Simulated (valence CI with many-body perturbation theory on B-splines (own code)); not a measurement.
# E1 transitions of Hf LX

Computed by configuration interaction combined with many-body perturbation theory (CI+MBPT): three valence electrons over a frozen Dirac-Fock core [Ne], radial functions for each j: 11 s, 11 p, 10 d, 8 f, 5 g, 2 h, with the one-electron correlation potential Σ1 (screened to all orders), the two-electron term Σ2, the three-electron term Σ3, Breit, model QED; selected single and double excitations, second order for the rest, scaled by the run's own slope (own B-spline code, finite nucleus).

No measured spectrum was set against this ion. As an estimate, large intervals hold to a few tenths of a per cent, small ones and those within an open d or f shell to about a per cent.

Lines 151 to 200 of 589 in falling wavelength, among levels below 225.38 Ry, chosen from the strongest by gf and those to the six lowest levels. Wavelengths and rates use the calculated energies. Electric multipoles are in the length gauge, E1 and E2 with the static RPA response of the core. Weak lines are less certain than strong ones. Lines between different terms over intervals too small for the method are left out, as are lines whose strength nearly cancels. The highest levels of a list are the least certain.

Levels are named by their leading jj configuration (3d3/2^4 stands for four electrons in 3d with j = 3/2), which in mixed levels can hold well under half, so a name can repeat and another be missing. Letters in brackets count levels of one name in rising energy.

| λ vac (nm) | Upper | Lower | A (s⁻¹) | S (a.u.) |
| --- | --- | --- | --- | --- |
| 4.332 | (3d3/2^2 3d5/2) J=5/2 [b] | (3p3/2 3d3/2^2) J=3/2 [b] | 2.48e+11 | 5.98e-02 |
| 4.330 | (3d3/2^2 3d5/2) J=1/2 | (3p3/2 3d3/2^2) J=1/2 | 1.98e+11 | 1.59e-02 |
| 4.328 | (3s 3d3/2 3d5/2) J=7/2 [a] | (3s 3p3/2 3d3/2) J=5/2 [a] | 2.11e+11 | 6.75e-02 |
| 4.321 | (3p3/2 3d5/2^2) J=1/2 | (3p3/2^2 3d5/2) J=1/2 | 4.93e+11 | 3.92e-02 |
| 4.314 | (3p3/2^2 3d5/2) J=3/2 | (3p3/2^3) J=3/2 | 4.02e+11 | 6.37e-02 |
| 4.313 | (3p1/2 3d3/2 3d5/2) J=1/2 | (3p1/2 3p3/2 3d3/2) J=1/2 [a] | 2.20e+11 | 1.74e-02 |
| 4.312 | (3p1/2 3d3/2 3d5/2) J=3/2 [a] | (3p1/2 3p3/2 3d3/2) J=3/2 [a] | 1.45e+11 | 2.29e-02 |
| 4.310 | (3s 3d5/2^2) J=1/2 | (3s 3p3/2 3d5/2) J=3/2 [b] | 3.42e+11 | 2.70e-02 |
| 4.310 | (3p3/2 3d5/2^2) J=3/2 [a] | (3p3/2^2 3d5/2) J=5/2 [a] | 2.89e+11 | 4.57e-02 |
| 4.309 | (3p1/2 3p3/2 3d5/2) J=3/2 [b] | (3p1/2 3p3/2^2) J=1/2 | 1.64e+11 | 2.60e-02 |
| 4.306 | (3p3/2 3d3/2 3d5/2) J=9/2 [b] | (3p3/2^2 3d3/2) J=7/2 | 4.94e+11 | 1.95e-01 |
| 4.304 | (3p3/2 3d3/2 3d5/2) J=1/2 [b] | (3p3/2^2 3d3/2) J=3/2 [b] | 3.38e+11 | 2.66e-02 |
| 4.303 | (3p1/2 3d3/2 3d5/2) J=7/2 [b] | (3p1/2 3p3/2 3d3/2) J=5/2 [b] | 2.29e+11 | 7.20e-02 |
| 4.302 | (3p3/2 3d5/2^2) J=5/2 [b] | (3p3/2^2 3d5/2) J=5/2 [a] | 2.54e+11 | 5.99e-02 |
| 4.300 | (3p1/2 3d3/2 3d5/2) J=5/2 [a] | (3p1/2 3p3/2 3d3/2) J=5/2 [a] | 9.63e+10 | 2.27e-02 |
| 4.299 | (3d3/2^2 3d5/2) J=3/2 | (3p3/2 3d3/2^2) J=3/2 [a] | 1.47e+11 | 2.31e-02 |
| 4.294 | (3p3/2 3d3/2 3d5/2) J=5/2 [c] | (3p3/2^2 3d3/2) J=5/2 | 2.03e+11 | 4.75e-02 |
| 4.291 | (3p3/2 3d3/2 3d5/2) J=3/2 [b] | (3p3/2^2 3d3/2) J=1/2 | 1.82e+11 | 2.84e-02 |
| 4.291 | (3d3/2 3d5/2^2) J=3/2 [a] | (3p3/2 3d3/2 3d5/2) J=5/2 [b] | 1.50e+11 | 2.35e-02 |
| 4.285 | (3d3/2 3d5/2^2) J=3/2 [a] | (3p3/2 3d3/2 3d5/2) J=3/2 [a] | 2.12e+11 | 3.30e-02 |
| 4.285 | (3p3/2 3d5/2^2) J=3/2 [b] | (3p3/2^2 3d5/2) J=5/2 [b] | 2.41e+11 | 3.75e-02 |
| 4.284 | (3s 3p1/2 3d5/2) J=7/2 | (3s 3p1/2 3p3/2) J=5/2 | 1.63e+11 | 5.06e-02 |
| 4.282 | (3s^2 3d5/2) J=5/2 | (3s^2 3p3/2) J=3/2 | 2.50e+11 | 5.81e-02 |
| 4.280 | (3d3/2 3d5/2^2) J=3/2 [b] | (3p3/2 3d3/2 3d5/2) J=5/2 [d] | 3.04e+11 | 4.70e-02 |
| 4.278 | (3p1/2 3d3/2 3d5/2) J=3/2 [b] | (3p1/2 3p3/2 3d3/2) J=1/2 [b] | 1.29e+11 | 1.99e-02 |
| 4.272 | (3p3/2^2 3d5/2) J=5/2 [b] | (3p3/2^3) J=3/2 | 5.49e+11 | 1.27e-01 |
| 4.268 | (3s 3d5/2^2) J=5/2 | (3s 3p3/2 3d5/2) J=3/2 [a] | 5.98e+10 | 1.38e-02 |
| 4.267 | (3s 3p3/2 3d5/2) J=5/2 [b] | (3s 3p3/2^2) J=3/2 | 4.64e+11 | 1.07e-01 |
| 4.266 | (3p1/2 3p3/2 3d5/2) J=5/2 [b] | (3p1/2 3p3/2^2) J=3/2 | 4.19e+11 | 9.63e-02 |
| 4.256 | (3d3/2 3d5/2^2) J=7/2 [a] | (3p3/2 3d3/2 3d5/2) J=7/2 [a] | 1.39e+11 | 4.23e-02 |
| 4.253 | (3p1/2^2 3d5/2) J=5/2 | (3p1/2^2 3p3/2) J=3/2 | 1.14e+11 | 2.61e-02 |
| 4.244 | (3p3/2 3d5/2^2) J=3/2 [b] | (3p3/2^2 3d5/2) J=3/2 | 5.59e+11 | 8.44e-02 |
| 4.234 | (3s 3p3/2 3d5/2) J=7/2 [a] | (3s 3p3/2^2) J=5/2 | 2.62e+11 | 7.85e-02 |
| 4.234 | (3p1/2 3p3/2 3d5/2) J=7/2 [b] | (3p1/2 3p3/2^2) J=5/2 | 3.10e+11 | 9.28e-02 |
| 4.231 | (3s 3d3/2 3d5/2) J=5/2 [a] | (3s 3p3/2 3d3/2) J=3/2 [a] | 2.18e+11 | 4.89e-02 |
| 4.225 | (3s 3p1/2 3d5/2) J=5/2 [a] | (3s 3p1/2 3p3/2) J=3/2 [a] | 2.36e+11 | 5.28e-02 |
| 4.224 | (3s 3d5/2^2) J=5/2 | (3s 3p3/2 3d5/2) J=7/2 [a] | 6.86e+10 | 1.53e-02 |
| 4.220 | (3p1/2 3d5/2^2) J=1/2 | (3p1/2 3p3/2 3d5/2) J=3/2 [b] | 3.88e+11 | 2.88e-02 |
| 4.218 | (3p1/2 3d5/2^2) J=9/2 | (3p1/2 3p3/2 3d5/2) J=9/2 | 8.38e+10 | 3.10e-02 |
| 4.217 | (3d3/2 3d5/2^2) J=1/2 | (3p3/2 3d3/2 3d5/2) J=1/2 [a] | 1.93e+11 | 1.43e-02 |
| 4.206 | (3p1/2 3d5/2^2) J=5/2 | (3p1/2 3p3/2 3d5/2) J=5/2 [a] | 2.31e+11 | 5.08e-02 |
| 4.206 | (3s 3p3/2 3d5/2) J=3/2 [b] | (3s 3p3/2^2) J=1/2 | 2.24e+11 | 3.29e-02 |
| 4.199 | (3d3/2 3d5/2^2) J=11/2 | (3p3/2 3d3/2 3d5/2) J=11/2 | 8.98e+10 | 3.94e-02 |
| 4.189 | (3p3/2 3d3/2 3d5/2) J=5/2 [c] | (3p3/2^2 3d3/2) J=3/2 [a] | 1.65e+11 | 3.59e-02 |
| 4.188 | (3d3/2 3d5/2^2) J=5/2 [a] | (3p3/2 3d3/2 3d5/2) J=5/2 [a] | 7.59e+10 | 1.65e-02 |
| 4.175 | (3s 3d3/2 3d5/2) J=3/2 [a] | (3s 3p3/2 3d3/2) J=1/2 [a] | 2.08e+11 | 2.99e-02 |
| 4.175 | (3p1/2 3d5/2^2) J=3/2 | (3p1/2 3p3/2 3d5/2) J=3/2 [a] | 2.45e+11 | 3.51e-02 |
| 4.164 | (3p1/2 3d5/2^2) J=7/2 | (3p1/2 3p3/2 3d5/2) J=7/2 [a] | 9.17e+10 | 2.61e-02 |
| 4.164 | (3d3/2 3d5/2^2) J=7/2 [b] | (3p3/2 3d3/2 3d5/2) J=7/2 [b] | 1.90e+11 | 5.41e-02 |
| 4.163 | (3s 3d5/2^2) J=1/2 | (3s 3p3/2 3d5/2) J=1/2 | 1.61e+11 | 1.15e-02 |
